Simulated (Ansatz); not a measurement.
Consider the ligand exchange at the Si–S bond: `C[SiH](F)S[SiH](O)O` + CH₃SH → `CS[SiH](O)O` + `C[SiH](F)S`.

Calculated with Ansatz (gas phase, PBE0-D4/def2-TZVP geometries, no zero-point term in ΔE). CCSD(T)/CBS is the MP2 limit (def2-TZVPP, def2-QZVPP) plus CCSD(T) − MP2 in def2-TZVPP, frozen cores. This one scheme is used for every species. Functionals use def2-TZVPP. Each species was taken in one conformer, which may not be the lowest.

```
             level  ΔE (kJ/mol)
           ωB97M-V         15.4
CCSD(T)/def2-TZVPP         13.9
```

Q: What does CCSD(T)/CBS give? (Best estimate.)

A: The calculation gave: +13.7 kJ/mol. The listed levels differ from it by 1.7, 0.2 kJ/mol.

Largest T1 diagnostic among the species: 0.012.

The D4 term adds +5.1 kJ/mol with B3LYP and +2.8 kJ/mol with PBE0; it sums over pairs of atoms, weighted by their polarisabilities, and B3LYP, whose exchange is more repulsive, gets the larger term. In def2-TZVPP, CCSD(T) changes the Hartree–Fock value by +4.6 kJ/mol (the triples alone add +1.1 kJ/mol) and MP2 by +5.5 kJ/mol.

B3LYP here is the variant with VWN-RPA as its local correlation; programs differ in this.
